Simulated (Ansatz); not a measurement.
Input file for CH₅FGeOSe, SMILES `C[O][GeH]([F])[SeH]`:

```yaml
crystal:
  periodic: [false, false, false]
  atoms:
    - {symbol: C, position_ang: [-0.758253, -1.013934, -0.979392]}
    - {symbol: O, position_ang: [0.565420, -0.958822, -0.484657]}
    - {symbol: Ge, position_ang: [1.105221, 0.380044, 0.510642]}
    - {symbol: F, position_ang: [1.047962, 1.813872, -0.470431]}
    - {symbol: Se, position_ang: [-0.339696, 0.825924, 2.300025]}
    - {symbol: H, position_ang: [-0.909565, -2.008082, -1.403194]}
    - {symbol: H, position_ang: [-1.496282, -0.857231, -0.184561]}
    - {symbol: H, position_ang: [-0.920290, -0.268688, -1.764406]}
    - {symbol: H, position_ang: [2.554664, 0.078494, 0.882654]}
    - {symbol: H, position_ang: [-0.849171, 2.008434, 1.593320]}
basis:
  gaussian: {orbitals: def2-TZVPP}
correlation: {method: ccsd_t}
```

```sh
$ ansatz run in.yaml --threads 2 --pin off --events-out ev --progress --plain --max-ram 22528MiB --backend cuda --devices 0, --max-vram 18GiB
```

Output of Ansatz, abridged:

```
Functional definition: HF
1627 factors; integrals over basis functions are off by at most 9.4e-4 eV
mean field evaluation 1: about -127630.1075 eV, gradient 4.3e1 eV
mean field evaluation 2: about -127630.3606 eV, gradient 4.3e1 eV
mean field evaluation 4: about -127634.1438 eV, gradient 3.8e0 eV
mean field evaluation 8: about -127634.2097 eV, gradient 3.8e-1 eV
mean field evaluation 16: about -127634.2103 eV, gradient 1.3e-6 eV
mean field -127634.21033386 eV, -4690.4707161945 hartree, gradient 1.3e-6 eV, S^2 0.000000; 0 other end points of the search recorded, 0 dependent functions left out
21 core orbitals not correlated: weight in the atoms' cores, before any rotation towards them, 1.000 or more for the frozen orbitals, at most 0.000 for the correlated occupied ones
reference -127634.21033386 eV, -4690.4707161945 hartree; 26, 26 occupied and 212, 212 virtual orbitals, 1627 factors
second order -32.32146209 eV of doubles, -0.00000000 eV of singles
cycle   1  -31.89618215 eV  change    4.3e-1 eV  update   1.3e-1
cycle   2  -32.72107382 eV  change   -8.2e-1 eV  update   3.8e-2
cycle   3  -32.88625665 eV  change   -1.7e-1 eV  update   1.9e-2
cycle   4  -32.86519392 eV  change    2.1e-2 eV  update   4.5e-3
cycle   5  -32.86212320 eV  change    3.1e-3 eV  update   2.1e-3
cycle   6  -32.86361611 eV  change   -1.5e-3 eV  update   6.9e-4
cycle   7  -32.86324998 eV  change    3.7e-4 eV  update   2.7e-4
cycle   8  -32.86310080 eV  change    1.5e-4 eV  update   8.0e-5
cycle   9  -32.86314447 eV  change   -4.4e-5 eV  update   2.9e-5
perturbative correction -1.18558232 eV, -0.0435693468 hartree
Total energy: -127668.25906066 eV, -4691.7219838252 hartree
```

Hardware: 2 threads of an AMD EPYC 7R13 on a shared host and a share of an NVIDIA H100 80 GB. Wall time 12 s, peak host memory 0.87 GiB.

MP2 recovers 94.9 % of the CCSD(T) correlation energy and the triples give 3.5 %; T1 = 0.0114.
